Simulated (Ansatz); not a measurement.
`[OH][GeH]([OH])[OH]` and `C[O][GeH]([OH])[OH]` differ in one atom or group.

Ansatz, PBE0-D4/def2-TZVP geometries, multiplicity 1. Each molecule was computed in one conformer, which needn't be the lowest.

Scalar relativity is left out up to krypton.

```
                                          property  `[OH][GeH]([OH])[OH]`
  size of the dipole moment (B3LYP/def2-TZVPP) / D                   1.42
    size of the dipole moment (PBE/def2-TZVPP) / D                   1.40
size of the dipole moment (ωB97M-V/def2-TZVPP) / D                   1.42
               LUMO energy (B3LYP/def2-TZVPP) / eV                  -0.17
               HOMO–LUMO gap (PBE/def2-TZVPP) / eV                   6.47
             HOMO–LUMO gap (B3LYP/def2-TZVPP) / eV                   8.48
```

(1) Give the same properties after the change, and the shifts. (Estimate.)

Results:

(1) The calculation gave: 
```
                                          property  `C[O][GeH]([OH])[OH]`  shift
  size of the dipole moment (B3LYP/def2-TZVPP) / D                   1.53   0.11
    size of the dipole moment (PBE/def2-TZVPP) / D                   1.45   0.05
size of the dipole moment (ωB97M-V/def2-TZVPP) / D                   1.52   0.10
               LUMO energy (B3LYP/def2-TZVPP) / eV                   0.02   0.19
               HOMO–LUMO gap (PBE/def2-TZVPP) / eV                   5.98  -0.49
             HOMO–LUMO gap (B3LYP/def2-TZVPP) / eV                   7.98  -0.50
```

With PBE0 the HOMO rises by 0.72 eV and the LUMO rises by 0.18 eV, so the gap narrows by about 0.54 eV. PBE moves the HOMO by 0.63 eV and ωB97M-V by 0.71 eV. The zero-point energy changes by 74.8 kJ/mol with +9 modes. Dipoles are sizes alone; their direction can turn.

B3LYP here is the variant with VWN-RPA as its local correlation; programs differ in this.
